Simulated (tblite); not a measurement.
C6H12GeO.
Numbering: `[CH3:1][C:2]([CH3:3])=[C:4]=[CH:5][CH2:6][O:7][GeH3:8]` (hydrogens: H9, H10, H11 on C1; H12, H13, H14 on C3; H15 on C5; H16, H17 on C6; H18, H19, H20 on Ge8)

Computed with GFN2-xTB (tblite), gas phase: L-BFGS steps from a force-field or distance-geometry start until the largest atomic force falls under 0.01 eV/Å.

Step 7: E = -677.4283 eV
```
atom  x, y, z in Å  |  force x, y, z in eV/Å
C1     -2.6974    1.1058    0.6204   -0.041   0.085   0.071
C2     -2.0036    0.1409   -0.2964    0.020   0.009  -0.044
C3     -2.6595   -1.1501   -0.6938   -0.078  -0.098  -0.058
C4     -0.8239    0.4228   -0.7630   -0.542  -0.010   0.038
C5      0.4005    0.6131   -1.1169    0.418   0.094  -0.140
C6      1.4872    0.0812   -0.2212   -0.065  -0.007   0.142
O7      2.7900    0.2909   -0.7203   -0.081  -0.084  -0.105
Ge8     4.0736   -0.3303    0.3011    0.158   0.007  -0.263
H9     -2.1027    2.0156    0.6820   -0.064   0.014   0.058
H10    -3.6913    1.3699    0.2548    0.049  -0.143   0.049
H11    -2.7811    0.6873    1.6267   -0.105  -0.018  -0.137
H12    -2.0158   -1.6574   -1.4142   -0.120  -0.060   0.113
H13    -3.6295   -0.9809   -1.1640    0.020   0.041   0.115
H14    -2.7994   -1.7965    0.1774   -0.024   0.115  -0.106
H15     0.6499    1.1410   -2.0236    0.262  -0.031   0.030
H16     1.3722    0.5403    0.7727    0.042   0.095  -0.013
H17     1.3141   -0.9955   -0.0722   -0.016  -0.030  -0.043
H18     3.4762   -1.4710    1.0511    0.015  -0.161   0.154
H19     4.4928    0.7616    1.2197    0.101   0.086   0.161
H20     5.1425   -0.7781   -0.6331    0.050   0.097  -0.020
```

Step 8: E = -677.4451 eV
```
atom  x, y, z in Å  |  force x, y, z in eV/Å
C1     -2.7037    1.1053    0.6234    0.032   0.012  -0.016
C2     -1.9994    0.1412   -0.2972   -0.159   0.000  -0.020
C3     -2.6659   -1.1527   -0.6928   -0.013   0.010  -0.021
C4     -0.8252    0.4329   -0.7774   -0.415  -0.029   0.035
C5      0.4067    0.6168   -1.1223    0.240   0.075  -0.077
C6      1.4864    0.0810   -0.2189   -0.039  -0.014   0.092
O7      2.7892    0.2837   -0.7234   -0.020  -0.103  -0.049
Ge8     4.0819   -0.3320    0.2991    0.141   0.026  -0.271
H9     -2.1076    2.0152    0.6827   -0.101  -0.001   0.089
H10    -3.7012    1.3683    0.2609    0.130  -0.160   0.017
H11    -2.7947    0.6852    1.6299   -0.043  -0.007  -0.185
H12    -2.0217   -1.6595   -1.4140   -0.158  -0.073   0.137
H13    -3.6404   -0.9851   -1.1593    0.110   0.076   0.116
H14    -2.8130   -1.7981    0.1803    0.041   0.156  -0.146
H15     0.6825    1.1407   -2.0256    0.166  -0.049   0.072
H16     1.3788    0.5452    0.7731    0.015   0.077  -0.016
H17     1.3091   -0.9954   -0.0725   -0.018  -0.017  -0.009
H18     3.4804   -1.4714    1.0576    0.056  -0.126   0.104
H19     4.4969    0.7622    1.2286    0.078   0.023   0.082
H20     5.1558   -0.7729   -0.6450   -0.043   0.123   0.067
```

Task: Estimate the geometry and energy of step 9. (The exact step hangs on the optimiser's Hessian estimate; all steps are aligned on step 8, rigid shifts and turns removed.)

Result: E = -677.4561 eV, largest force 0.199 eV/Å
```
atom  x, y, z in Å  |  force x, y, z in eV/Å
C1     -2.7075    1.1052    0.6251    0.069  -0.048  -0.081
C2     -1.9991    0.1414   -0.2983   -0.185   0.016  -0.028
C3     -2.6707   -1.1540   -0.6924    0.029   0.104   0.012
C4     -0.8290    0.4402   -0.7882   -0.166  -0.024  -0.004
C5      0.4106    0.6199   -1.1258   -0.002   0.032   0.012
C6      1.4853    0.0806   -0.2160   -0.026  -0.012   0.018
O7      2.7879    0.2767   -0.7267    0.013  -0.107  -0.008
Ge8     4.0894   -0.3325    0.2938    0.060   0.027  -0.148
H9     -2.1126    2.0154    0.6849   -0.106   0.002   0.099
H10    -3.7062    1.3641    0.2652    0.122  -0.137  -0.028
H11    -2.8049    0.6833    1.6291    0.002  -0.022  -0.155
H12    -2.0281   -1.6628   -1.4118   -0.144  -0.087   0.107
H13    -3.6467   -0.9863   -1.1541    0.106   0.100   0.078
H14    -2.8215   -1.7967    0.1802    0.066   0.135  -0.098
H15     0.7082    1.1397   -2.0258    0.084  -0.059   0.100
H16     1.3836    0.5502    0.7735    0.001   0.054  -0.011
H17     1.3054   -0.9957   -0.0729   -0.026  -0.002   0.029
H18     3.4845   -1.4739    1.0639    0.114  -0.049   0.029
H19     4.5013    0.7630    1.2362    0.050  -0.045  -0.003
H20     5.1650   -0.7673   -0.6527   -0.060   0.122   0.077
```

The energy changes by -0.0110 eV. The first-order estimate −F·Δx gives -0.0154 eV and the mean of the old and new forces, exact on a quadratic surface, -0.0109 eV. The step makes an angle of 65° with the force vector and moves no atom by more than 0.026 Å.

The cost below is that of the whole relaxation. The run took 1.4 s wall on one thread of an AMD EPYC 7R43, shared host with 256 logical CPUs at a one-minute load of 28.
